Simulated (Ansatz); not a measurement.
EuCl₃. Charge 0, multiplicity 7. Geometry relaxed at PBE-D4/def2-SVP.

| atom | x (Å) | y (Å) | z (Å) |
| --- | --- | --- | --- |
| Eu1 | 0.001 | 0.000 | 0.000 |
| Cl2 | 2.181 | 0.049 | -1.371 |
| Cl3 | -0.041 | 0.943 | 2.396 |
| Cl4 | -2.141 | -0.993 | -1.026 |

In the def2 sets Eu takes a core potential; there is no spin–orbit coupling. With an open 4f shell the SCF may have ended on a state above the lowest. The charge 0 septet is spin-contaminated (final ⟨S²⟩ up to 12.43, 12.00 for a pure state).

(1) Estimate the harmonic wavenumbers at UKS PBE-D4/def2-SVP (Ansatz, unscaled). Is this a minimum?

Answers

(1) 4i, 4i, 29, 257, 280, 281 cm⁻¹. Yes, no mode is imaginary beyond noise. Zero-point energy 5.1 kJ/mol. It took 91 s on 4 threads of AMD EPYC 7R43 on a shared host.
